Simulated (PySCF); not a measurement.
Calculation: r2SCAN-D4/def2-TZVP (PySCF 2.14.0). Gas-phase values, no solvent. One relaxed conformer stands for a flexible species; it need not be the lowest. Excitations are Tamm–Dancoff values on a coarser integration grid. The basis has no diffuse functions, so Rydberg states are missing or too high.

Reference species (SMILES): `OB(B)B` (neutral, multiplicity 1).

- T1 excitation (TDA): 2.19 eV
- HOMO–LUMO gap: 2.90 eV

Changed species: `BBBO`.

What does the change do to the T1 excitation (TDA) and HOMO–LUMO gap?

the T1 excitation (TDA) rises by 1.40 eV, to 3.59 eV; the HOMO–LUMO gap goes up by 1.42 eV, to 4.32 eV.
